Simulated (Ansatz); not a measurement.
`CBCO` + HCl → `OCBCl` + CH₄  (ligand exchange at a B–C bond)

Isolated molecules relaxed with PBE0-D4/def2-TZVP in Ansatz; ΔE leaves out vibrations. CCSD(T)/CBS adds triple-zeta CCSD(T) − MP2 to the extrapolated MP2 energy (def2 sets, frozen cores). This one scheme is used for every species. DFT in def2-TZVPP. Each species was taken in one conformer, which may not be the lowest.

`CBCO`:

Z-matrix (Å, degrees):
```
C
B 1 1.556
H 1 1.097 2 109.8
H 1 1.092 2 115.2 3 122.9
H 1 1.097 2 109.6 3 -114.4
C 2 1.553 1 122.1 3 -123.2
H 2 1.207 1 119.1 3 56.9
O 6 1.414 2 118.7 1 -179.9
H 6 1.104 2 107.4 1 -55.3
H 6 1.104 2 107.4 1 55.6
H 8 0.959 6 107.8 2 0.1
```

HCl:

```xyz
2

Cl   -0.071   -0.196    0.604
H     0.071    0.196   -0.604
```

`OCBCl`:

Cartesian coordinates in Å:
```
O -1.342 -0.512 0.661
C 0.029 -0.209 0.642
B 0.659 0.357 -0.656
Cl -0.337 0.620 -2.070
H -1.712 -0.295 -0.200
H 0.617 -1.103 0.913
H 0.268 0.513 1.444
H 1.816 0.629 -0.733
```

CH₄:

```xyz
5

C     0.000    0.000    0.000
H    -0.990    0.382   -0.249
H     0.059   -0.186    1.072
H     0.755    0.733   -0.283
H     0.176   -0.930   -0.540
```

```csv
species,CAM-B3LYP-D4 energy (Eh)
`CBCO`,-180.46857
HCl,-460.83237
`OCBCl`,-600.83400
CH₄,-40.50551
```

(1) Work out ΔE.

Largest T1 diagnostic among the species: 0.011.

## Answers

(1) ΔE = (-600.83400) + (-40.50551) − (-180.46857) − (-460.83237) = -0.03857 Eh = -1.05 eV. CCSD(T)/CBS gives -1.05 eV.

At CCSD(T), def2-SVP lies −0.12 eV from the extrapolated value and def2-TZVPP −0.00 eV. Leaving LDA and LC-ωPBE aside and taking each functional with its dispersion term where it has one, the values, not all of them listed here, spread over 0.05 eV, from r2SCAN-D4 to CAM-B3LYP-D4.
